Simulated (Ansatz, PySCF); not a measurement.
This PySCF input computes a PBE0/def2-TZVPD energy:

```python
from pyscf import gto, scf, dft

mol = gto.M(
    atom='''
    N    -0.00000000   -0.00000000   -1.05712003
    P     0.00000000    0.00000000    0.49332268
    ''',
    basis='def2-tzvpd',
    charge=-1,
    spin=1,
    symmetry='C2v',
    verbose=4,
)

mf = dft.UKS(mol, xc='pbe0').density_fit(auxbasis='def2-universal-jkfit')
mf.grids.level = 3
mf.conv_tol = 1e-9
mf.max_cycle = 100
mf.max_memory = 1500
mf.kernel()
if not mf.converged:
    mf = mf.newton()
    mf.kernel(mf.make_rdm1())
mf.analyze()
```

Q: Write an input for the same energy in Ansatz (an electronic-structure program) and say what it gives.

A: 
Ansatz 0.2 input:
```yaml
crystal:
  periodic: [false, false, false]
  atoms:
    - {symbol: N, position_ang: [-0.00000000, -0.00000000, -1.05712003]}
    - {symbol: P, position_ang: [0.00000000, 0.00000000, 0.49332268]}
basis:
  gaussian:
    orbitals: def2-TZVPD
hamiltonian:
  xc: {name: PBE0}
total_charge: -1
magnetization: {spin_polarized: true, initial_magnetization: 1}
output: {forces: true}
```
It gives -395.90590 Eh, and PySCF -395.90591 Eh, a difference of 0.01 mEh.
